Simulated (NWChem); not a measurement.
System: B2, triplet; SMILES [B][B]

NWChem printed, in part:

```
             Northwest Computational Chemistry Package (NWChem) 7.3.0
             --------------------------------------------------------

 ORDER OF PRIMARY AXIS IS BEING SET TO 4
 D4H symmetry detected

                             Geometry "geometry" -> ""
                             -------------------------

 Output coordinates in angstroms (scale by  1.889725989 to convert to a.u.)

  No.       Tag          Charge          X              Y              Z
 ---- ---------------- ---------- -------------- -------------- --------------
    1 B                    5.0000     0.00000000     0.00000000    -0.70244075
    2 B                    5.0000     0.00000000     0.00000000     0.70244075

 Effective nuclear repulsion energy (a.u.)       9.4167595649

      Symmetry information
      --------------------

 Group name             D4h
 Group number             28
 Group order              16
 No. of unique centers     1

                                Z-matrix (autoz)
                                --------

 Units are Angstrom for bonds and degrees for angles

      Type          Name      I     J     K     L     M      Value
      ----------- --------  ----- ----- ----- ----- ----- ----------
    1 Stretch                  1     2                       1.40488

                           NWChem Geometry Optimization
                           ----------------------------

 maximum gradient threshold         (gmax) =   0.000450
 rms gradient threshold             (grms) =   0.000300
 maximum cartesian step threshold   (xmax) =   0.001800
 rms cartesian step threshold       (xrms) =   0.001200
 fixed trust radius                (trust) =   0.300000
 source of zmatrix                         =   autoz

          -------------------
          Energy Minimization
          -------------------

 Using diagonal initial Hessian
 Scaling for Hessian diagonals: bonds = 1.00  angles = 0.25  torsions = 0.10

          --------
          Step   0

                                 NWChem DFT Module
                                 -----------------

 Summary of "ao basis" -> "ao basis" (spherical)
 ------------------------------------------------------------------------------
       Tag                 Description            Shells   Functions and Types
 ---------------- ------------------------------  ------  ---------------------
 B                          def2-svp                 6       14   3s2p1d

      Symmetry analysis of basis
      --------------------------

        a1g         6
        a1u         0
        a2g         0
        a2u         6
        b1g         1
        b1u         1
        b2g         1
        b2u         1
        eg          6
        eu          6

            General Information
            -------------------
          SCF calculation type: DFT
          Wavefunction type:  spin polarized.
          No. of atoms     :     2
          No. of electrons :    10
           Alpha electrons :     6
            Beta electrons :     4
          Charge           :     0
          Spin multiplicity:     3
          Use of symmetry is: on ; symmetry adaption is: on
          Maximum number of iterations: 150
          AO basis - number of functions:    28
                     number of shells:    12
          Convergence on energy requested:  1.00D-06
          Convergence on density requested:  1.00D-05
          Convergence on gradient requested:  5.00D-04

              XC Information
              --------------
                         PBE0 Method XC Functional
                     Hartree-Fock (Exact) Exchange  0.250
          PerdewBurkeErnzerhof Exchange Functional  0.750
            Perdew 1991 LDA Correlation Functional  1.000 local
           PerdewBurkeErnz. Correlation Functional  1.000 non-local

             Grid Information
             ----------------
          Grid used for XC integration:  medium
          Radial quadrature: Mura-Knowles
          Angular quadrature: Lebedev.
          Tag              B.-S. Rad. Rad. Pts. Rad. Cut. Ang. Pts.
          ---              ---------- --------- --------- ---------
          B                   0.85       49           7.0       434
          Grid pruning is: on
          Number of quadrature shells:    49
          Spatial weights used:  Erf1

      Superposition of Atomic Density Guess
      -------------------------------------

 Sum of atomic energies:         -49.00798934

      Non-variational initial energy
      ------------------------------

 Total energy =     -49.323776
 1-e energy   =     -82.968986
 2-e energy   =      24.228450
 HOMO         =      -0.158754
 LUMO         =      -0.158754

 !!!!!!!!!!!!!!!!!!!!!!!!!!!!!!!!!!!!!!!!!!!!!!!!!!!!!!!!!!!!!!!!!!!!!!
 Warning - the HOMO and LUMO are degenerate and you are using symmetry.
 This can lead to non-variational energies and poor convergence.
 Modify the initial guess, or use an open-shell wavefunction, or turn
 off symmetry.
 !!!!!!!!!!!!!!!!!!!!!!!!!!!!!!!!!!!!!!!!!!!!!!!!!!!!!!!!!!!!!!!!!!!!!!

   Symmetry analysis of molecular orbitals - initial alpha
   -------------------------------------------------------

 !! scf_movecs_sym_adapt:    4 vectors were symmetry contaminated

  Symmetry fudging
  Numbering of irreducible representations:

     1 a1g         2 a1u         3 a2g         4 a2u         5 b1g
     6 b1u         7 b2g         8 b2u         9 eg         10 eu

  Orbital symmetries:

     1 a1g         2 a2u         3 a1g         4 a2u         5 eu
     6 eu          7 a1g         8 eg          9 eg         10 a1g
    11 a2u        12 a2u        13 a1g        14 eu         15 eu
    16 eg

   Symmetry analysis of molecular orbitals - initial beta
   ------------------------------------------------------

 !! scf_movecs_sym_adapt:    4 vectors were symmetry contaminated

  Symmetry fudging
  Numbering of irreducible representations:

     1 a1g         2 a1u         3 a2g         4 a2u         5 b1g
     6 b1u         7 b2g         8 b2u         9 eg         10 eu

  Orbital symmetries:

     1 a1g         2 a2u         3 a1g         4 a2u         5 eu
     6 eu          7 a1g         8 eg          9 eg         10 a1g
    11 a2u        12 a2u        13 a1g        14 eu         15 eu
    16 eg

   convergence    iter        energy       DeltaE   RMS-Dens  Diis-err
 ---------------- ----- ----------------- --------- --------- ---------
 d= 0,ls=0.0,diis     1    -49.2210861771 -5.86D+01  1.06D-02  3.64D-02
                                                     1.61D-02  2.05D-02
 d= 0,ls=0.0,diis     2    -49.2504728964 -2.94D-02  4.31D-03  9.53D-03
                                                     5.75D-03  5.74D-03
 d= 0,ls=0.0,diis     3    -49.2571743103 -6.70D-03  8.26D-04  7.45D-05
                                                     1.79D-03  8.89D-05
 d= 0,ls=0.0,diis     4    -49.2573085001 -1.34D-04  1.91D-04  2.63D-06
                                                     5.40D-04  2.65D-06
 d= 0,ls=0.0,diis     5    -49.2573134294 -4.93D-06  6.14D-05  1.48D-07
                                                     4.19D-05  1.04D-07
 d= 0,ls=0.0,diis     6    -49.2573137701 -3.41D-07  7.35D-06  6.91D-09
                                                     7.56D-06  9.20D-09

         Total DFT energy =      -49.257313770081
      One electron energy =      -83.363522356902
           Coulomb energy =       32.555355728721
    Exchange-Corr. energy =       -7.865906706817
 Nuclear repulsion energy =        9.416759564917

 Numeric. integr. density =       10.000000035258

                  Occupations of the irreducible representations
                  ----------------------------------------------

                     irrep           alpha         beta
                     --------     --------     --------
                     a1g               2.0          2.0
                     a1u               0.0          0.0
                     a2g               0.0          0.0
                     a2u               2.0          2.0
                     b1g               0.0          0.0
                     b1u               0.0          0.0
                     b2g               0.0          0.0
                     b2u               0.0          0.0
                     eg                0.0          0.0
                     eu                2.0          0.0

                    DFT Final Alpha Molecular Orbital Analysis
                    ------------------------------------------

 Vector    4  Occ=1.000000D+00  E=-2.901947D-01  Symmetry=eu
              MO Center=  1.5D-22,  4.9D-21,  3.6D-17, r^2= 1.7D+00
   Bfn.  Coefficient  Atom+Function         Bfn.  Coefficient  Atom+Function
  ----- ------------  ---------------      ----- ------------  ---------------
     5      0.455776  1 B  py                19      0.455776  2 B  py
     8     -0.203052  1 B  py                22     -0.203052  2 B  py
    11     -0.035909  1 B  d -1              25      0.035909  2 B  d -1

 Vector    5  Occ=1.000000D+00  E=-2.901947D-01  Symmetry=eu
              MO Center=  2.5D-16,  1.3D-16, -3.9D-16, r^2= 1.7D+00
   Bfn.  Coefficient  Atom+Function         Bfn.  Coefficient  Atom+Function
  ----- ------------  ---------------      ----- ------------  ---------------
     4      0.455776  1 B  px                18      0.455776  2 B  px
     7     -0.203052  1 B  px                21     -0.203052  2 B  px
    13      0.035909  1 B  d  1              27     -0.035909  2 B  d  1

 Vector    6  Occ=1.000000D+00  E=-2.891377D-01  Symmetry=a2u
              MO Center= -1.0D-16,  1.0D-16, -5.8D-17, r^2= 2.7D+00
   Bfn.  Coefficient  Atom+Function         Bfn.  Coefficient  Atom+Function
  ----- ------------  ---------------      ----- ------------  ---------------
     3      0.455436  1 B  s                 17     -0.455436  2 B  s
     2      0.436821  1 B  s                 16     -0.436821  2 B  s
     6      0.227243  1 B  pz                20      0.227243  2 B  pz
     1      0.183562  1 B  s                 15     -0.183562  2 B  s
     9     -0.061879  1 B  pz                23     -0.061879  2 B  pz

[...]

      ----------------------
      Optimization converged
      ----------------------

  Step       Energy      Delta E   Gmax     Grms     Xrms     Xmax
  ---- ---------------- -------- -------- -------- -------- --------
@    4     -49.28547254 -4.8D-09  0.00000  0.00000  0.00002  0.00003
                                     ok       ok       ok       ok

                                Z-matrix (autoz)
                                --------

 Units are Angstrom for bonds and degrees for angles

      Type          Name      I     J     K     L     M      Value     Gradient
      ----------- --------  ----- ----- ----- ----- ----- ---------- ----------
    1 Stretch                  1     2                       1.62554    0.00000

                         Geometry "geometry" -> "geometry"
                         ---------------------------------

 Output coordinates in angstroms (scale by  1.889725989 to convert to a.u.)

  No.       Tag          Charge          X              Y              Z
 ---- ---------------- ---------- -------------- -------------- --------------
    1 B                    5.0000     0.00000000     0.00000000    -0.81277215
    2 B                    5.0000     0.00000000     0.00000000     0.81277215

 Effective nuclear repulsion energy (a.u.)       8.1384624214

      Symmetry information
      --------------------

 Group name             D4h
 Group number             28
 Group order              16
 No. of unique centers     1

                Final and change from initial internal coordinates
                --------------------------------------------------

                                Z-matrix (autoz)
                                --------

 Units are Angstrom for bonds and degrees for angles

      Type          Name      I     J     K     L     M      Value       Change
      ----------- --------  ----- ----- ----- ----- ----- ---------- ----------
    1 Stretch                  1     2                       1.62554    0.22066

 ==============================================================================
                                internuclear distances
 ------------------------------------------------------------------------------
       center one      |      center two      | atomic units |  angstroms
 ------------------------------------------------------------------------------
    2 B                |   1 B                |     3.07183  |     1.62554
 ------------------------------------------------------------------------------
                         number of included internuclear distances:          1
 ==============================================================================

[second-derivative integrals and response iterations left out]

  Vibrational analysis via the FX method

  See chapter 2 in "Molecular Vibrations" by Wilson, Decius and Cross

  Vib: Default input used

 ---------------------------- Atom information ----------------------------
     atom    #        X              Y              Z            mass
 --------------------------------------------------------------------------
    B        1  0.0000000D+00  0.0000000D+00 -1.5359167D+00  1.1009310D+01
    B        2  0.0000000D+00  0.0000000D+00  1.5359167D+00  1.1009310D+01
 --------------------------------------------------------------------------

[unprojected Hessian and modes left out]

        Vibrational analysis via the FX method
  --- with translations and rotations projected out ---
  --- via the Eckart algorithm                      ---
 Dependent rotation vector no.                    3
  found in ECKART; assuming linear geometry
 Projected Nuclear Hessian trans-rot subspace norm:2.2421D-44
                         (should be close to zero!)

[projected Hessian left out]

 Rotational Constants
 --------------------
 A=   0.000000 cm-1  (  0.000000 K)
 B=   1.158970 cm-1  (  1.667463 K)
 C=   1.158970 cm-1  (  1.667463 K)

 Temperature                      =   298.15K
 frequency scaling parameter      =   1.0000

 Linear Molecule

 Zero-Point correction to Energy  =    1.476 kcal/mol  (  0.002352 au)
 Thermal correction to Energy     =    2.977 kcal/mol  (  0.004744 au)
 Thermal correction to Enthalpy   =    3.569 kcal/mol  (  0.005688 au)

 Total Entropy                    =   46.185 cal/mol-K
   - Translational                =   35.191 cal/mol-K (mol. weight =  22.0186)
   - Rotational                   =   10.911 cal/mol-K (symmetry #  =        2)
   - Vibrational                  =    0.082 cal/mol-K

 Cv (constant volume heat capacity) =    5.308 cal/mol-K
   - Translational                  =    2.979 cal/mol-K
   - Rotational                     =    1.986 cal/mol-K
   - Vibrational                    =    0.342 cal/mol-K

[normal modes left out]

 ----------------------------------------------------------------------------
 Normal Eigenvalue ||           Projected Infra Red Intensities
  Mode   [cm**-1]  || [atomic units] [(debye/angs)**2] [(KM/mol)] [arbitrary]
 ------ ---------- || -------------- ----------------- ---------- -----------
    1       -0.000 ||    0.000000           0.000         0.000       6.979
    2       -0.000 ||    0.000000           0.000         0.000      20.070
    3        0.000 ||    0.000000           0.000         0.000       2.125
    4        0.000 ||    0.000000           0.000         0.000      14.725
    5        0.000 ||    0.000000           0.000         0.000      15.205
    6     1032.963 ||    0.000000           0.000         0.000       0.896
 ----------------------------------------------------------------------------
```

Level: PBE0/def2-SVP, spin-unrestricted. 

Which NWChem input produces such a log?

Several could match; the one computed here: the input that was run:
```
start job
memory heap 200 mb stack 700 mb global 900 mb
geometry units angstroms
  B      0.029788    -0.016194    -0.701622
  B     -0.029788     0.016194     0.701622
end
basis spherical
  * library def2-svp
end
dft
  odft
  mult 3
  xc pbe0
  iterations 150
end
driver
  maxiter 120
end
task dft optimize
task dft freq
```
